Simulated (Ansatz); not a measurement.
C$_{2}$H$_{5}$AlGe (`[CH]1=[CH][GeH2][AlH]1`), relaxed with RKS PBE-D4/def2-SVP in Ansatz 0.2.0 from a rough embedded geometry. The force threshold is 0.03 eV/Å; the program also tests the step.

Charge 0, multiplicity 1.

Start:

```xyz
9

C    -1.238    0.317    0.104
C    -0.832   -0.883   -0.249
Ge    1.071   -0.574    0.024
Al    0.358    1.418   -0.018
H    -2.281    0.732    0.303
H    -1.392   -1.804   -0.442
H     1.547   -1.146    1.369
H     1.883   -1.056   -1.245
H     0.883    2.996    0.155
```

```tsv
step	energy (eV)	largest force (eV/Å)	largest move (Å)
1	-65241.7516	4.933	0.000
2	-65243.0254	1.015	0.195
3	-65243.1800	0.808	0.194
4	-65243.2580	0.351	0.122
5	-65243.2648	0.164	0.030
6	-65243.2663	0.061	0.016
7	-65243.2672	0.043	0.032
8	-65243.2674	0.004	0.016
```

End:

```xyz
9

C    -1.306    0.504   -0.003
C    -0.767   -0.752   -0.084
Ge    1.234   -0.694   -0.003
Al    0.317    1.597    0.125
H    -2.402    0.655   -0.028
H    -1.389   -1.668   -0.180
H     1.787   -1.491    1.217
H     1.890   -1.319   -1.272
H     0.636    3.167    0.230
```

It took 15 s on 2 threads of an Arm Neoverse V2 on a shared host, with 0.14 GiB of host memory at the peak.
